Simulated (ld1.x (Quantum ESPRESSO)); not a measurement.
# What one change does to a pseudopotential (Ga (Z = 31), TM)

- Element: Ga (Z = 31)
- Generator: ld1.x (Quantum ESPRESSO) 7.5
- Type: norm-conserving Troullier–Martins (Kleinman–Bylander form)
- Functional: PBE
- Relativity: scalar-relativistic
- Frozen core: [Ar]
- Valence charge: 13
- Reference configuration: 3d10 4s1 4p2
- Partial waves: 4s (bound): rc 1.60 bohr; 4p (bound): rc 2.65 bohr; 3d (bound): rc 1.15 bohr
- Local potential: all-electron potential smoothed inside 1.40 bohr (lloc = -1)
- Core correction: a·sin(br)/r model core inside 0.75 bohr

All-electron outer shells of the reference configuration (PBE, scalar-relativistic, ld1.x):

```csv
shell,level (eV),outermost node (bohr),outermost maximum (bohr)
3s,-150.06,0.27,0.56
3p,-100.79,0.24,0.56
3d,-21.04,–,0.53
4s,-10.04,0.80,1.87
4p,-3.35,0.87,2.47
```

Change: wave 4s (bound): rc 1.60 bohr becomes 4s (bound): rc 1.04 bohr.

Cutoffs: the cutoffs (Ry, on a coarse ladder) from which the occupation-weighted sum of valence levels, in a spherical-Bessel basis at the reference potential, stays within 10 and 1 mRy of its value at 400 Ry; they do not see the model core or the augmentation charge, which bear on the density cutoff. Errors are all-electron minus pseudo energies relative to the spin-unpolarised reference configuration.

Question: How do hardness, ghosts and transferability respond?

Answer: A bound ghost appears in s, which as a rule spoils a file; of the 7 tests that both files solve, the error grows in 5 and shrinks in 1 by more than 15 % and 0.3 meV (median size 3.8 → 13.3 meV).

| quantity | base | changed |
| --- | --- | --- |
| cutoff, loose | 200 Ry | 230 Ry |
| cutoff, tight | over 300 Ry | over 300 Ry |
| loose cutoff by channel (10 mRy a level) | s 12 Ry, p 6 Ry, d 180 Ry | s 200 Ry, p 6 Ry, d 180 Ry |
| bound ghosts | none | s |
| error for 3d10 4s2 4p1, meV [ΔE -6.54 eV] | +3.1 | +3.5 |
| error for 3d10 4s2 4p0, meV [ΔE -0.85 eV] | +1.2 | -13 |
| error for 3d10 4s1 4p0, meV [ΔE 20.28 eV] | -3.8 | -8.5 |
| error for 3d10 4s0 4p0, meV [ΔE 51.55 eV] | -60 | -39 |
| error for 3d9 4s0 4p0, meV [ΔE 115.43 eV] | -212 | -347 |
| error for 3d9 4s2 4p1, meV [ΔE 21.16 eV] | +140 | +483 |
| error for 3d10 4s2 4p1.3, meV [ΔE -7.07 eV] | +3.7 | +5.6 |
| s: phases at 2.89 bohr within 0.05 rad from the reference energy up to (Ry; the scan ends near 5) | 0.1 | -0.2 |
| p: phases at 2.89 bohr within 0.05 rad from the reference energy up to (Ry; the scan ends near 5) | 1.9 | 1.9 |
| d: phases at 2.89 bohr within 0.05 rad from the reference energy up to (Ry; the scan ends near 5) | 0.8 | 0.8 |

Changed file: These tests converged, but a pseudo level misses the all-electron one widely, so the file describes the atom poorly there or has found another state: 3d9 4s0 4p0: empty 4s by 9.6 eV (a node warning on the way). A true bound ghost makes a file unfit for plane-wave use even where its test errors are small: the radial tests pick states by their node count and pass the ghost by.
